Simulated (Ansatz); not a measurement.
C7H12 can be A, `CC#CCCCC`, or B, `CCC1C=CCC1`.

Gas-phase electronic energies from Ansatz, PBE0-D4/def2-TZVP geometries. CBS: MP2 limit from def2 TZ/QZ plus the TZ coupled-cluster correction, frozen cores. DFT in def2-TZVPP. B3LYP here is the variant with VWN-RPA as its local correlation; programs differ in this. One conformer a species, not always the lowest.

Task: Which isomer does CCSD(T)/CBS put lower? Give the gap. (Best estimate.)

Result: Computed: B, by 104.1 kJ/mol.

Task: Give E(B) − E(A) in kJ/mol with PBE0-D4, LDA (SPW92), CCSD(T)/def2-SVP, PBE-D4, CCSD(T)/def2-TZVPP, B3LYP-D4, BLYP-D4. (Best estimate.)

Result: Computed: PBE0-D4 -115.9, LDA (SPW92) -130.1, CCSD(T)/def2-SVP -108.3, PBE-D4 -106.4, CCSD(T)/def2-TZVPP -105.3, B3LYP-D4 -93.6, BLYP-D4 -85.3. None reverses the order clearly.

Largest T1 diagnostic: 0.010.

In def2-TZVPP, CCSD(T) changes the Hartree–Fock value by −23.2 kJ/mol (the triples alone add −2.1 kJ/mol) and MP2 by −19.9 kJ/mol. From BLYP to BHLYP (50 % exact exchange), in def2-TZVPP and without D4, E(B) − E(A) moves by −24.6 kJ/mol.
